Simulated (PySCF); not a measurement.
**Molecular orbitals of CdN⁺**

PW91 at R = 2.192 Å; basis Cd cc-pVDZ-PP with ECP28, N cc-pVDZ; scalar-relativistic core potentials; PySCF 2.14. State: ³Σ⁻ (triplet), unpaired electrons π ↑↑. Only the outer orbitals are listed, counted within each symmetry, core potentials removing the inner ones.

```tsv
spin	orbital	occ.	ε (eV)	on Cd (%)	main shells (%)
α	2π	1	-20.43	99	99 Cd d
α	2π	1	-20.43	99	99 Cd d
α	5σ	1	-20.37	93	93 Cd d
α	1δ	1	-20.33	100	100 Cd d
α	1δ	1	-20.33	100	100 Cd d
α	6σ	1	-14.71	33	64 N p, 29 Cd s
α	3π	1	-14.24	4	96 N p
α	3π	1	-14.24	4	96 N p
α	7σ	0	-11.57	78	66 Cd s, 22 N p, 11 Cd p
α	4π	0	-7.09	98	98 Cd p
α	4π	0	-7.09	98	98 Cd p
β	4σ	1	-23.08	22	76 N s, 18 Cd d
β	2π	1	-20.47	100	100 Cd d
β	2π	1	-20.47	100	100 Cd d
β	1δ	1	-20.40	100	100 Cd d
β	1δ	1	-20.40	100	100 Cd d
β	5σ	1	-20.07	83	81 Cd d, 17 N s
β	6σ	1	-13.64	62	61 Cd s, 33 N p
β	7σ	0	-10.97	51	48 N p, 30 Cd s, 20 Cd p
β	3π	0	-10.50	14	86 N p, 13 Cd p
β	3π	0	-10.50	14	86 N p, 13 Cd p
```

Problem. Which are the highest filled and the lowest empty level, where do they sit, and how wide is the gap?

Solution. Highest filled β 6σ at -13.64 eV (in %: 61 Cd s, 33 N p); lowest empty α 7σ at -11.57 eV (in %: 66 Cd s, 22 N p, 11 Cd p); the gap at PW91 is 2.07 eV.

| Item | Value |
| --- | --- |
| bond order (Mayer) | 1.07 |
| ⟨S²⟩ | 2.131 |
| charge on Cd (Mulliken, basis-dependent) | 0.96 |
| charge on Cd (Löwdin, basis-dependent) | 0.89 |
| dipole moment (positive dipole points towards N; it is taken about the centre of mass and depends on that origin) | -1.42 D |

Spin–orbit coupling is left out. The state is the lowest determinant that a PBE0 search found; another state may lie lower at other levels.
